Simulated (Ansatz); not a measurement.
Ansatz (a quantum-chemistry and plane-wave program) input (RPA@PBE/def2-QZVPP):
A basis named .json is the Basis Set Exchange file of that set.

Ansatz 0.2 input:
```yaml
crystal:
  periodic: [false, false, false]
  atoms:
    - {symbol: Zr, position_ang: [-0.00160146, 0.33476045, 0.07585723]}
    - {symbol: O, position_ang: [1.02124892, -0.58141894, -1.00690186]}
    - {symbol: O, position_ang: [-1.01324159, -1.09238329, 0.62761572]}
basis:
  gaussian:
    orbitals: def2-QZVPP.json
hamiltonian:
  xc: pbe
total_charge: 1
magnetization: {spin_polarized: true, initial_magnetization: 1}
correlation: {method: rpa, electrons: outside_noble_gas}
```

Output:

```
Functional definition: PBE
integrals: 0.33 GiB planned
1235 factors; integrals over basis functions are off by at most 7.4e-4 eV
mean field: 0.89 GiB planned
mean field evaluation 1: about -5329.4276 eV, gradient 1.0e2 eV
mean field evaluation 2: about -5329.4272 eV, gradient 1.0e2 eV
mean field evaluation 4: about -5352.2506 eV, gradient 5.6e1 eV
mean field evaluation 8: about -5365.1146 eV, gradient 1.0e1 eV
mean field evaluation 16: about -5365.5415 eV, gradient 8.7e-3 eV
mean field evaluation 32: about -5364.1288 eV, gradient 3.7e-2 eV
mean field evaluation 64: about -5364.1625 eV, gradient 8.8e0 eV
mean field evaluation 96: about -5291.1594 eV, gradient 8.0e1 eV
mean field -5365.54149008 eV, -197.1800128657 hartree, gradient 8.5e-6 eV, S^2 0.764859; 6 other end points of the search recorded, 0 dependent functions left out
6 core orbitals not correlated
reference -5333.07076627 eV, -195.9867357752 hartree; 8, 7 occupied and 181, 182 virtual orbitals, 1235 factors
Total energy: -5358.99082419 eV, -196.9392803345 hartree
```

The spin state was set by rule; other spins were not relaxed.
